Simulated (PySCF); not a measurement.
A side-by-side comparison of computed properties.

First species: C2H6O3Si.
Structure used (GFN2-xTB), in Å, numbered top down from 1:
```xyz
12
C2H6O3Si angstrom
C     -2.361    0.090   -0.197
O     -1.029   -0.253   -0.427
Si     0.265    0.258    0.379
O      1.396   -0.587   -0.490
C      2.673   -0.523   -0.232
O      3.182    0.126    0.632
H     -2.667   -0.197    0.811
H     -2.508    1.166   -0.309
H     -2.976   -0.437   -0.925
H      0.497    1.692    0.240
H      0.280   -0.176    1.772
H      3.250   -1.160   -0.928
```

Second species: C4H5F3O3S.
Atom-mapped SMILES: `[CH3:1][S:2](=[O:3])(=[O:4])[O:5][CH2:6][C:7]([F:8])=[C:9]([F:10])[F:11]` (hydrogens: H12, H13, H14 on C1; H15, H16 on C6)

Levels: PBE0/pcSseg-1 for dipole moment, HOMO energy, LUMO energy and HOMO–LUMO gap; GFN2-xTB for rotational constant A and rotational constant C. Geometries: GFN2-xTB. Each species is one conformer at its optimised geometry, gas phase, non-relativistic unless stated. Electronic properties by PySCF.

Dipoles, sizes and rotational constants follow the conformer. The torsions of the flexible species, by atom-mapped SMILES:
- `[CH3:1][O:2][SiH2:3][O:4][CH:5]=[O:6]`: C1–O2–Si3–O4 180°, O2–Si3–O4–C5 180°, Si3–O4–C5–O6 0°
- `[CH3:1][S:2](=[O:3])(=[O:4])[O:5][CH2:6][C:7]([F:8])=[C:9]([F:10])[F:11]`: C1–S2–O5–C6 161°, S2–O5–C6–C7 -82°, O5–C6–C7–F8 173°

Values for the first species:

```
Dipole moment         : 2.72 D
HOMO energy           : -8.34 eV
LUMO energy           : 0.06 eV
HOMO–LUMO gap         : 8.40 eV
Rotational constant A : 13.267 GHz
Rotational constant C : 1.275 GHz
```

Estimate the same properties for the second species, and the change in each.

```csv
property,first,second,second less first
dipole moment,2.72 D,3.34 D,+0.62 D
HOMO energy,-8.34 eV,-7.37 eV,+0.97 eV
LUMO energy,0.06 eV,0.50 eV,+0.44 eV
HOMO–LUMO gap,8.40 eV,7.87 eV,-0.53 eV
rotational constant A,13.267 GHz,1.745 GHz,-11.522 GHz
rotational constant C,1.275 GHz,0.584 GHz,-0.691 GHz
```

On the first: The dipole matches unit charges of opposite sign 0.57 Å apart (1 e·Å = 4.8032 D). A dipole of 2.72 D is allowed in Cs, and pure rotational transitions are dipole-allowed.

On the second: The dipole matches unit charges of opposite sign 0.70 Å apart (1 e·Å = 4.8032 D).
